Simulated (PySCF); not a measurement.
Order these species by their calculated properties.

Species are written as SMILES; each is one conformer at its optimised geometry, gas phase, non-relativistic unless stated; the electronic structure was computed with PySCF and density fitting.

Dipoles, sizes and rotational constants follow the conformer. The torsions of the flexible species, by atom-mapped SMILES:
- `[O:1]=[C:2]1[CH:3]=[C:4]([C:5]([F:6])([F:7])[F:8])[CH2:9]1`: C3–C4–C5–F6 -120°
- `[CH2:1]=[C:2]([Cl:3])/[CH:4]=[C:5](/[CH3:6])[F:7]`: C1–C2–C4–C5 180°
- `[CH:1]#[C:2][SiH2:3][PH:4][SiH3:5]`: C2–Si3–P4–Si5 46°
- `[CH3:1][S:2][c:3]1[cH:4][cH:5][cH:6][p:7][c:8]1[Cl:9]`: C1–S2–C3–C4 -2°
- `[CH:1]#[C:2]/[C:3]([F:4])=[CH:5]\[CH+:6][CH3:7]`: C3–C5–C6–C7 180°
- `[Cl:1][CH2:2]/[CH:3]=[C:4]1\[CH2:5][SiH2:6]1`: Cl1–C2–C3–C4 -112°
- `[CH2:1]=[CH:2]/[C:3]([F:4])=[C:5](/[CH3:6])[Cl:7]`: C1–C2–C3–F4 0°

The conformers of `ClC1=CC[SiH2]C1` aren't listed.

**Question.** Rank by dipole moment, lowest first (PBE0/def2-SVPD at GFN2-xTB geometries).
A. `C(C1CC(C=1)=O)(F)(F)F`
B. `C=C(Cl)/C=C(/C)F`
C. `F[C@@H]1C[C@@]12C[C@H]2Cl`
D. `C#C[SiH2]P[SiH3]`

**Answer.** A (0.86 D), D (1.05 D), B (3.02 D), C (3.37 D).

**Question.** Give the two extremes of that set in atomic units.

**Answer.** `O=C1C=C(C(F)(F)F)C1`: 0.34 au; `F[C@@H]1C[C@@]12C[C@H]2Cl`: 1.33 au.

**Question.** Rank by HOMO energy, lowest first (PBE0/def2-SVPD at GFN2-xTB geometries).
A. `O=C1C=C(C(F)(F)F)C1`
B. `C=C(Cl)/C=C(/C)F`
C. `F[C@@H]1C[C@@]12C[C@H]2Cl`
D. `ClC1=CC[SiH2]C1`
E. `C#C[SiH2]P[SiH3]`

**Answer.** A (-8.04 eV), C (-7.83 eV), E (-7.27 eV), D (-7.03 eV), B (-6.74 eV).

**Question.** By how much do the two ends of that ranking differ?

**Answer.** By 1.30 eV, between `C=C(Cl)/C=C(/C)F` and `O=C1C=C(C(F)(F)F)C1`.

**Question.** Rank by smallest rotational constant, highest first (GFN2-xTB).
A. `C1=CC=C(C[CH+]1)F`
B. `C#C[SiH2]P[SiH3]`
C. `CSc1cccpc1Cl`
D. `C=C/C(F)=C(/C)Cl`
E. `C(/C=C1\C[SiH2]1)Cl`
F. `C#C/C(F)=C\[CH+]C`

**Answer.** A (1.739 GHz), F (1.207 GHz), B (1.129 GHz), D (1.075 GHz), E (0.855 GHz), C (0.559 GHz).

**Question.** Give the two extremes of that set in cm⁻¹.

**Answer.** `CSc1cccpc1Cl`: 0.0186 cm⁻¹; `FC1=CC=C[CH+]C1`: 0.0580 cm⁻¹.

**Question.** Rank by static isotropic polarisability, lowest first (PBE0/def2-SVPD at GFN2-xTB geometries).
A. `C=C(Cl)/C=C(/C)F`
B. `C#C[SiH2]P[SiH3]`
C. `ClC1=CC[SiH2]C1`
D. `F[C@@H]1C[C@@]12C[C@H]2Cl`
E. `O=C1C=C(C(F)(F)F)C1`

**Answer.** E (61.7 au), D (70.3 au), A (81.1 au), C (85.2 au), B (104.4 au).

**Question.** Give the two extremes of that set as polarisability volumes in Å³.

**Answer.** `O=C1C=C(C(F)(F)F)C1`: 9.14 Å³; `C#C[SiH2]P[SiH3]`: 15.47 Å³.

**Question.** Rank by lowest triplet excitation (Tamm–Dancoff), lowest first (TDA PBE0/def2-SVPD at GFN2-xTB geometries).
A. `F[C@@H]1C[C@@]12C[C@H]2Cl`
B. `C#C[SiH2]P[SiH3]`
C. `C=C(Cl)/C=C(/C)F`
D. `ClC1=CC[SiH2]C1`
E. `O=C1C=C(C(F)(F)F)C1`

**Answer.** C (3.06 eV), E (3.24 eV), D (4.19 eV), B (4.80 eV), A (6.15 eV).

**Question.** Give the two extremes of that set in kJ/mol.

**Answer.** `C=C(Cl)/C=C(/C)F`: 295 kJ/mol; `F[C@@H]1C[C@@]12C[C@H]2Cl`: 594 kJ/mol.

**Question.** Rank by lowest singlet excitation, highest first (TDDFT PBE0/def2-SVPD at GFN2-xTB geometries).
A. `C1C(Cl)=CC[SiH2]1`
B. `O=C1C=C(C(F)(F)F)C1`
C. `C#C[SiH2]P[SiH3]`
D. `F[C@@H]1C[C@@]12C[C@H]2Cl`

**Answer.** D (6.80 eV), A (6.12 eV), C (5.76 eV), B (3.70 eV).

**Question.** By how much do the two ends of that ranking differ?

**Answer.** By 3.10 eV, between `F[C@@H]1C[C@@]12C[C@H]2Cl` and `O=C1C=C(C(F)(F)F)C1`.
